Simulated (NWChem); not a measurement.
System: SOF anion

The following NWChem deck was run.

```
start job
memory heap 200 mb stack 900 mb global 1100 mb
charge -1
geometry units angstroms noautosym nocenter noautoz
  O     -0.613576     1.252531     0.000000
  S      0.504404     0.173308     0.000000
  F     -0.333404    -1.432320     0.000000
end
basis spherical
  O library aug-cc-pvdz
  S library aug-cc-pvdz
  F library aug-cc-pvdz
end
dft
  xc m05-2x
  iterations 150
end
cosmo
  do_cosmo_smd true
  solvent etoac
end
task dft energy
```

Parts of the log:

```
             Northwest Computational Chemistry Package (NWChem) 7.3.0
             --------------------------------------------------------

                             Geometry "geometry" -> ""
                             -------------------------

 Output coordinates in angstroms (scale by  1.889725989 to convert to a.u.)

  No.       Tag          Charge          X              Y              Z
 ---- ---------------- ---------- -------------- -------------- --------------
    1 O                    8.0000    -0.61357600     1.25253100     0.00000000
    2 S                   16.0000     0.50440400     0.17330800     0.00000000
    3 F                    9.0000    -0.33340400    -1.43232000     0.00000000

 Effective nuclear repulsion energy (a.u.)      99.7800140549

                                 NWChem DFT Module
                                 -----------------

 Summary of "ao basis" -> "ao basis" (spherical)
 ------------------------------------------------------------------------------
       Tag                 Description            Shells   Functions and Types
 ---------------- ------------------------------  ------  ---------------------
 O                        aug-cc-pvdz                9       23   4s3p2d
 S                        aug-cc-pvdz               11       27   5s4p2d
 F                        aug-cc-pvdz                9       23   4s3p2d

 in cosmo_initialize ...
 calling solv_data for solv:etoac

 solvent parameters
 solvname_short: etoac
 solvname_long:  ethyl acetate
 dielec:        5.9867
 dielecinf:     1.8832
 nonaqueous SMD model solvent descriptors
 dielec:        5.9867
 sola:          0.0000
 solb:          0.4500
 solc:          0.0000
 solg:         33.6700
 solh:          0.0000
 soln:          1.3723

          ---------------
          -cosmo- solvent
          ---------------
 Cosmo: York-Karplus, doi: 10.1021/jp992097l
 dielectric constant -eps-     =   5.99
 screen = (eps-1)/(eps    )    =   0.83296
 surface charge correction     = lagrangian

   van der Waals surface
 --------------------------

[...]

                                COSMO-SMD solvation results
                                ---------------------------

             internal energy in gas <Psi(g)|H|Psi(g)> =      -573.258934827153
         internal energy in solvent <Psi(s)|H|Psi(s)> =      -573.258381785655
                               delta internal energy  =         0.000553041497 (    0.35 kcal/mol)
   total free energy in solvent <Psi(s)|H+V/2|Psi(s)> =      -573.337528086125
 polarization energy contribution <Psi(s)|V/2|Psi(s)> =        -0.079146300470 (  -49.67 kcal/mol)
    total free energy in solvent including G(SMD-CDS) =      -573.340238407221
                       G(SMD-CDS) energy contribution =        -0.002710321096 (   -1.70 kcal/mol)
     1 M fixed-concentration free energy of solvation =        -0.081303580068 (  -51.02 kcal/mol)

                       DFT Final Molecular Orbital Analysis
                       ------------------------------------

 Vector   15  Occ=2.000000D+00  E=-3.689704D-01
              MO Center= -2.9D-01,  6.4D-01, -1.6D-10, r^2= 1.8D+00
   Bfn.  Coefficient  Atom+Function         Bfn.  Coefficient  Atom+Function
  ----- ------------  ---------------      ----- ------------  ---------------
     7      0.471429  1 O  pz                10      0.326785  1 O  pz
    34      0.285573  2 S  pz                57     -0.260625  3 F  pz
    37      0.192270  2 S  pz                60     -0.179201  3 F  pz
    13      0.081117  1 O  pz                63     -0.053991  3 F  pz
    42      0.047237  2 S  d -1              44      0.034940  2 S  d  1

 Vector   16  Occ=2.000000D+00  E=-3.115015D-01
              MO Center= -3.6D-01,  5.7D-01,  1.1D-11, r^2= 2.1D+00
   Bfn.  Coefficient  Atom+Function         Bfn.  Coefficient  Atom+Function
  ----- ------------  ---------------      ----- ------------  ---------------
     5      0.435548  1 O  px                 8      0.312315  1 O  px
    56      0.274857  3 F  py                 6      0.264579  1 O  py
    27     -0.208660  2 S  s                 59      0.201555  3 F  py
     9      0.198369  1 O  py                33      0.133696  2 S  py
    26     -0.124690  2 S  s                 55      0.112024  3 F  px

 Vector   17  Occ=2.000000D+00  E=-1.816784D-01
              MO Center=  2.3D-01,  4.2D-01, -5.8D-11, r^2= 2.1D+00
   Bfn.  Coefficient  Atom+Function         Bfn.  Coefficient  Atom+Function
  ----- ------------  ---------------      ----- ------------  ---------------
    37      0.493581  2 S  pz                34      0.471650  2 S  pz
     7     -0.399216  1 O  pz                10     -0.312770  1 O  pz
    40      0.188458  2 S  pz                13     -0.185795  1 O  pz
    57     -0.148523  3 F  pz                60     -0.108732  3 F  pz
    63     -0.065033  3 F  pz                44     -0.040649  2 S  d  1

 Vector   18  Occ=0.000000D+00  E= 5.111028D-02
              MO Center=  5.3D-01,  6.6D-02,  3.6D-11, r^2= 4.8D+00
   Bfn.  Coefficient  Atom+Function         Bfn.  Coefficient  Atom+Function
  ----- ------------  ---------------      ----- ------------  ---------------
    39      0.627837  2 S  py                38      0.452375  2 S  px
    36      0.428188  2 S  py                54      0.413253  3 F  s
    33      0.335120  2 S  py                35      0.294505  2 S  px
    27     -0.255884  2 S  s                 12     -0.250862  1 O  py
    28     -0.219467  2 S  s                 11     -0.212183  1 O  px

[...]
```

Level: M05-2X/aug-cc-pVDZ, SMD on the gas-phase geometry. Geometry: optimised at B3LYP/def2-SVPD. The gas-phase anion has a positive highest level at the geometry level, so the gas reference is doubtful. Solvent: ethyl acetate.
